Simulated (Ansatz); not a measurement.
The cluster Ga2Sb. The state is a doublet with charge 0. Geometry r2SCAN-D4/def2-TZVP, that of the charge +1 singlet; atoms count from 1.

```xyz
3

Ga    1.9322   -0.4267    1.6407
Ga   -1.4458   -0.3936   -2.0886
Sb   -0.4864    0.8203    0.4479
```

In the def2 sets Sb takes a core potential; there is no spin–orbit coupling. The structure comes from a short search, and lower isomers may exist.

(1) Estimate the Mulliken populations from the PBE0/def2-TZVP orbitals of Ansatz.

(2) Where does the spin sit?

(3) And the Mayer bond orders between heavy atoms (over 0.3)?

Results:

(1) 
| atom | charge (e) | spin (α − β) |
| --- | --- | --- |
| Ga1 | 0.22 | 0.01 |
| Ga2 | 0.22 | 0.01 |
| Sb3 | -0.44 | 0.97 |
Mulliken values depend strongly on the basis.

(2) Summed by element: Ga 0.03, Sb 0.97, of 1 unpaired in all. Largest on single atoms: Sb3 0.97, Ga1 0.01, Ga2 0.01.

(3) Ga1–Sb3 1.03 (2.97 Å); Ga2–Sb3 1.03 (2.97 Å).
